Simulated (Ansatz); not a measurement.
# One arrangement of a pair

The pair of Br⁻ (SMILES [Br-], atom 1) and CH2O (SMILES C=O, atoms 2–5), both closed shells, in one local arrangement (a lower one may exist), relaxed at PBE0-D4/def2-TZVPD:

```json
{"atom": "Br1", "x (Å)": "0.2699", "y (Å)": "0.0686", "z (Å)": "-2.4661"}
{"atom": "C2", "x (Å)": "-0.0657", "y (Å)": "-0.0166", "z (Å)": "0.6100"}
{"atom": "O3", "x (Å)": "-1.0110", "y (Å)": "-0.3622", "z (Å)": "1.2782"}
{"atom": "H4", "x (Å)": "0.7296", "y (Å)": "-0.7150", "z (Å)": "0.3004"}
{"atom": "H5", "x (Å)": "0.0771", "y (Å)": "1.0252", "z (Å)": "0.2775"}
```

Ansatz 0.2.0; basis: def2-TZVPPD, with def2-QZVPPD for the basis limit; cores frozen in the correlated methods. Filled d shells of the heavier atoms are correlated. The def2 sets are not built for correlating such inner shells, so the correlated values are less sure here. B3LYP uses VWN-RPA correlation. Extrapolation: Hartree–Fock as exp(−7.88 √X), correlation as X^−2.97. Interaction energies count from these two fragments, frozen as in the pair, with the counterpoise correction; negative means bound.

Problem. What is the interaction energy by CCSD(T) at an estimated basis limit (MP2 extrapolated from triple and quadruple zeta, plus CCSD(T) − MP2 in triple zeta)? (Judge from chemistry; the value comes from the calculation.)

Solution. Computed: -10.28 kcal/mol. Hartree–Fock alone gives -7.56 kcal/mol at the basis limit. It counts from the two fragments frozen as in the pair.

The same quantity by other methods in triple zeta, and each one's difference from that estimate:
```
   method  E_int (kcal/mol)  difference
   PBE-D4            -12.57       -2.29
revPBE-D4            -11.87       -1.59
  BLYP-D4            -11.67       -1.39
r2SCAN-D4            -12.08       -1.81
   B97M-V            -11.35       -1.07
  PBE0-D4            -11.62       -1.34
 B3LYP-D4            -11.22       -0.94
 HSE06-D4            -11.66       -1.39
  wB97X-V            -10.43       -0.16
  wB97M-V            -10.51       -0.24
   B2PLYP             -9.45        0.83
       HF             -7.52        2.76
      MP2             -9.40        0.88
     CCSD             -8.80        1.48
  CCSD(T)             -9.14        1.14
```
Differences are method less estimate.

Basis-set superposition shift (counterpoise-corrected less uncorrected): CCSD(T) 1.11; MP2 1.07; HF 0.08; PBE0-D4 0.09; wB97M-V 0.08 kcal/mol.

T1 diagnostic: at most 0.017.

For scale, one of the runs: CCSD(T)/def2-TZVPPD, 168 basis functions, launched by `ansatz run in.yaml --threads 2 --pin off --events-out ev --progress --plain --max-ram 5222MiB`. Hardware: 2 CPU threads of an Intel Xeon Platinum 8488C, shared host. Wall time 29 s; peak host memory 1.4 GiB.
